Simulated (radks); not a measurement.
Q: The mean radii <r> (bohr) of the occupied orbitals of an atom or ion are listed with their occupations. All-electron calculation, scalar-relativistic Kohn-Sham, PBEsol, spin-polarised, spherical densities, point nucleus. Program: a radial shooting solver on a logarithmic mesh with Libxc functionals.

| orbital | occ. | <r> |
|---|---|---|
| 1s up | 1 | 0.7644 |

Name the element and its charge. Open shells, if any, are filled with parallel spins first.

A: Z = 2, helium, charge +1: He+ in 1s1. The 1s radius gives Z: for a bare nucleus <r> = (2 gamma + 1)/(2Z) with gamma = sqrt(1 - (Z/c)^2), 0.7499 bohr for Z = 2, and the self-interaction of the functional makes it slightly larger (0.7644 here). The occupations add up to 1, and the charge is Z minus that.
